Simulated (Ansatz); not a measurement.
Ansatz (a quantum-chemistry and plane-wave program) job for AlH6NO2Si, SMILES N[SiH2][Al]([OH])[OH], PBE-D3(BJ)/def2-SVP. 

Ansatz 0.2 input:
```yaml
crystal:
  periodic: [false, false, false]
  atoms:
    - {symbol: Si, position_ang: [-1.29298809, -0.76320960, 0.41623751]}
    - {symbol: N, position_ang: [-2.34615963, 0.62084752, 0.24738426]}
    - {symbol: Al, position_ang: [0.92225084, 0.05185453, -0.14409188]}
    - {symbol: O, position_ang: [2.32795766, -0.71336069, 0.44233363]}
    - {symbol: O, position_ang: [0.94115340, 1.42330143, -1.16340541]}
    - {symbol: H, position_ang: [-1.37896980, -1.25317066, 1.82726199]}
    - {symbol: H, position_ang: [-1.65263925, -1.96142314, -0.42520304]}
    - {symbol: H, position_ang: [-3.34433490, 0.52550554, 0.41548239]}
    - {symbol: H, position_ang: [-2.17759883, 1.24737174, -0.53475833]}
    - {symbol: H, position_ang: [3.25524030, -0.50613440, 0.30303114]}
    - {symbol: H, position_ang: [1.68110357, 1.93321770, -1.50306062]}
basis:
  gaussian:
    orbitals: def2-SVP
hamiltonian:
  xc: pbe
  dispersion: d3bj
relax: {f_tol: 0.002, max_steps: 200}
```

Log of the run:

```
WARN ansatz: RAYON_NUM_THREADS=1 ignored (pool sized by the plan → 1); use --threads N
Functional definition: PBE
integrals: 0.05 GiB planned
1195 factors; their error is unknown
mean field: 0.28 GiB planned
mean field evaluation 1: about -20117.8727 eV, gradient 1.0e2 eV
mean field evaluation 2: about -20030.3790 eV, gradient 2.1e2 eV
mean field evaluation 4: about -20136.5202 eV, gradient 7.6e0 eV
mean field evaluation 8: about -20136.7311 eV, gradient 3.3e-1 eV
mean field evaluation 16: about -20136.6612 eV, gradient 1.9e-4 eV
mean field -20136.66120220 eV, -740.0086500616 hartree, gradient 1.1e-5 eV, S^2 0.000000; 0 other end points of the search recorded, 0 dependent functions left out
the calculation of the forces begins
reference -20136.66124685 eV, -740.0086517026 hartree; 28, 28 occupied and 80, 80 virtual orbitals, 1195 factors
relax step   1: F+E_penalty+E_count = -20136.86720872 eV  Δ(F+E_penalty+E_count) = +0.000e0 eV  max|allowed force component| = 3.670e-1 eV/Å  Δτ_max = 0.0000 Å  (29 SCF iters, accepted)
these checks for a lower state are left out or cut short: starts, cluster_reference, orbital_swaps, neighbouring_geometries, increment
integrals: 0.05 GiB planned
1195 factors; their error is unknown
mean field: 0.28 GiB planned
mean field -20136.67383828 eV, -740.0091144291 hartree, gradient 2.0e-5 eV, S^2 0.000000; 0 other end points of the search recorded, 0 dependent functions left out
the calculation of the forces begins
reference -20136.67388307 eV, -740.0091160749 hartree; 28, 28 occupied and 80, 80 virtual orbitals, 1195 factors
relax step   2: F+E_penalty+E_count = -20136.87961178 eV  Δ(F+E_penalty+E_count) = -1.240e-2 eV  max|allowed force component| = 1.568e-1 eV/Å  Δτ_max = 0.0229 Å  (30 SCF iters, accepted)
these checks for a lower state are left out or cut short: starts, cluster_reference, orbital_swaps, neighbouring_geometries, increment
integrals: 0.05 GiB planned
1195 factors; their error is unknown
mean field: 0.28 GiB planned
mean field evaluation 32: about -20136.6772 eV, gradient 2.0e-5 eV
mean field -20136.67723728 eV, -740.0092393399 hartree, gradient 2.0e-5 eV, S^2 0.000000; 0 other end points of the search recorded, 0 dependent functions left out
the calculation of the forces begins
reference -20136.67728212 eV, -740.0092409878 hartree; 28, 28 occupied and 80, 80 virtual orbitals, 1195 factors
relax step   3: F+E_penalty+E_count = -20136.88257386 eV  Δ(F+E_penalty+E_count) = -2.962e-3 eV  max|allowed force component| = 6.965e-2 eV/Å  Δτ_max = 0.0153 Å  (31 SCF iters, accepted)
these checks for a lower state are left out or cut short: starts, cluster_reference, orbital_swaps, neighbouring_geometries, increment
integrals: 0.05 GiB planned
1195 factors; their error is unknown
mean field: 0.28 GiB planned
mean field -20136.67585484 eV, -740.0091885363 hartree, gradient 2.1e-5 eV, S^2 0.000000; 0 other end points of the search recorded, 0 dependent functions left out
the calculation of the forces begins
reference -20136.67589961 eV, -740.0091901817 hartree; 28, 28 occupied and 80, 80 virtual orbitals, 1195 factors
relax step   4: F+E_penalty+E_count = -20136.88145725 eV  Δ(F+E_penalty+E_count) = +1.117e-3 eV  max|allowed force component| = 2.845e-1 eV/Å  Δτ_max = 0.0244 Å  (30 SCF iters, rejected (line search))
these checks for a lower state are left out or cut short: starts, cluster_reference, orbital_swaps, neighbouring_geometries, increment
integrals: 0.05 GiB planned
1195 factors; their error is unknown
mean field: 0.28 GiB planned
mean field -20136.67828539 eV, -740.0092778573 hartree, gradient 2.1e-5 eV, S^2 0.000000; 0 other end points of the search recorded, 0 dependent functions left out
the calculation of the forces begins
reference -20136.67833020 eV, -740.0092795042 hartree; 28, 28 occupied and 80, 80 virtual orbitals, 1195 factors
relax step   5: F+E_penalty+E_count = -20136.88382819 eV  Δ(F+E_penalty+E_count) = -1.254e-3 eV  max|allowed force component| = 3.692e-2 eV/Å  Δτ_max = 0.0118 Å  (30 SCF iters, accepted)
these checks for a lower state are left out or cut short: starts, cluster_reference, orbital_swaps, neighbouring_geometries, increment
integrals: 0.05 GiB planned
1195 factors; their error is unknown
mean field: 0.28 GiB planned
mean field -20136.67891015 eV, -740.0093008168 hartree, gradient 2.1e-5 eV, S^2 0.000000; 0 other end points of the search recorded, 0 dependent functions left out
the calculation of the forces begins
reference -20136.67895495 eV, -740.0093024630 hartree; 28, 28 occupied and 80, 80 virtual orbitals, 1195 factors
relax step   6: F+E_penalty+E_count = -20136.88434220 eV  Δ(F+E_penalty+E_count) = -5.140e-4 eV  max|allowed force component| = 8.394e-2 eV/Å  Δτ_max = 0.0308 Å  (30 SCF iters, accepted)
these checks for a lower state are left out or cut short: starts, cluster_reference, orbital_swaps, neighbouring_geometries, increment
integrals: 0.05 GiB planned
1195 factors; their error is unknown
mean field: 0.28 GiB planned
mean field -20136.67944880 eV, -740.0093206119 hartree, gradient 2.0e-5 eV, S^2 0.000000; 0 other end points of the search recorded, 0 dependent functions left out
the calculation of the forces begins
reference -20136.67949358 eV, -740.0093222575 hartree; 28, 28 occupied and 80, 80 virtual orbitals, 1195 factors
relax step   7: F+E_penalty+E_count = -20136.88498307 eV  Δ(F+E_penalty+E_count) = -6.409e-4 eV  max|allowed force component| = 3.605e-2 eV/Å  Δτ_max = 0.0099 Å  (30 SCF iters, accepted)
these checks for a lower state are left out or cut short: starts, cluster_reference, orbital_swaps, neighbouring_geometries, increment
integrals: 0.05 GiB planned
1195 factors; their error is unknown
mean field: 0.28 GiB planned
mean field evaluation 64: about -20136.6795 eV, gradient 1.5e-1 eV
mean field -20136.67958510 eV, -740.0093256209 hartree, gradient 2.0e-5 eV, S^2 0.000000; 0 other end points of the search recorded, 0 dependent functions left out
the calculation of the forces begins
reference -20136.67962986 eV, -740.0093272658 hartree; 28, 28 occupied and 80, 80 virtual orbitals, 1195 factors
relax step   8: F+E_penalty+E_count = -20136.88516817 eV  Δ(F+E_penalty+E_count) = -1.851e-4 eV  max|allowed force component| = 1.443e-2 eV/Å  Δτ_max = 0.0150 Å  (30 SCF iters, accepted)
these checks for a lower state are left out or cut short: starts, cluster_reference, orbital_swaps, neighbouring_geometries, increment
integrals: 0.05 GiB planned
1195 factors; their error is unknown
mean field: 0.28 GiB planned
mean field -20136.67959344 eV, -740.0093259272 hartree, gradient 8.1e-6 eV, S^2 0.000000; 0 other end points of the search recorded, 0 dependent functions left out
the calculation of the forces begins
reference -20136.67963820 eV, -740.0093275720 hartree; 28, 28 occupied and 80, 80 virtual orbitals, 1195 factors
relax step   9: F+E_penalty+E_count = -20136.88518992 eV  Δ(F+E_penalty+E_count) = -2.175e-5 eV  max|allowed force component| = 2.984e-3 eV/Å  Δτ_max = 0.0022 Å  (24 SCF iters, accepted)
these checks for a lower state are left out or cut short: starts, cluster_reference, orbital_swaps, neighbouring_geometries, increment
integrals: 0.05 GiB planned
1195 factors; their error is unknown
mean field: 0.28 GiB planned
mean field -20136.67957539 eV, -740.0093252641 hartree, gradient 2.6e-5 eV, S^2 0.000000; 0 other end points of the search recorded, 0 dependent functions left out
the calculation of the forces begins
reference -20136.67962015 eV, -740.0093269089 hartree; 28, 28 occupied and 80, 80 virtual orbitals, 1195 factors
relax step  10: F+E_penalty+E_count = -20136.88519419 eV  Δ(F+E_penalty+E_count) = -4.271e-6 eV  max|allowed force component| = 4.758e-3 eV/Å  Δτ_max = 0.0033 Å  (22 SCF iters, accepted)
these checks for a lower state are left out or cut short: starts, cluster_reference, orbital_swaps, neighbouring_geometries, increment
integrals: 0.05 GiB planned
1195 factors; their error is unknown
mean field: 0.28 GiB planned
mean field -20136.67952339 eV, -740.0093233531 hartree, gradient 7.6e-6 eV, S^2 0.000000; 0 other end points of the search recorded, 0 dependent functions left out
the calculation of the forces begins
reference -20136.67956815 eV, -740.0093249977 hartree; 28, 28 occupied and 80, 80 virtual orbitals, 1195 factors
relax step  11: F+E_penalty+E_count = -20136.88519999 eV  Δ(F+E_penalty+E_count) = -5.806e-6 eV  max|allowed force component| = 1.869e-3 eV/Å  Δτ_max = 0.0037 Å  (24 SCF iters, accepted)
integrals: 0.05 GiB planned
1195 factors; their error is unknown
mean field: 0.28 GiB planned
mean field evaluation 96: about -20136.7502 eV, gradient 1.6e-1 eV
mean field -20136.67952339 eV, -740.0093233531 hartree, gradient 7.9e-6 eV, S^2 0.000000; 1 other end points of the search recorded, 0 dependent functions left out
the calculation of the forces begins
reference -20136.67956815 eV, -740.0093249977 hartree; 28, 28 occupied and 80, 80 virtual orbitals, 1195 factors
Total energy: -20136.88524475 eV, -740.0168834734 hartree
Atom 0 at    -1.298434    -0.766675     0.417875 Å, force     0.001678     0.000759     0.000481 eV/Å
Atom 1 at    -2.336757     0.644965     0.266246 Å, force     0.000496    -0.001869     0.000161 eV/Å
Atom 2 at     0.924189     0.048659    -0.140329 Å, force    -0.000821    -0.001049     0.001403 eV/Å
Atom 3 at     2.337978    -0.727243     0.456372 Å, force     0.000190    -0.000130    -0.000044 eV/Å
Atom 4 at     0.922666     1.430344    -1.170713 Å, force    -0.000588    -0.000307    -0.000400 eV/Å
Atom 5 at    -1.385793    -1.265678     1.839344 Å, force     0.000205     0.000483    -0.001320 eV/Å
Atom 6 at    -1.664728    -1.973868    -0.434050 Å, force    -0.000423     0.000665    -0.000033 eV/Å
Atom 7 at    -3.345094     0.529067     0.406702 Å, force    -0.000089     0.001258    -0.000539 eV/Å
Atom 8 at    -2.168794     1.238844    -0.551125 Å, force    -0.000714    -0.000376     0.000390 eV/Å
Atom 9 at     3.258521    -0.479110     0.283284 Å, force    -0.000033     0.000160    -0.000009 eV/Å
Atom 10 at     1.691262     1.925496    -1.492394 Å, force     0.000098     0.000406    -0.000090 eV/Å
Dipole moment:     0.282521     0.309037    -0.294582 e Å
```

The run converged.

Cost: about 40 core-seconds (a rough figure).
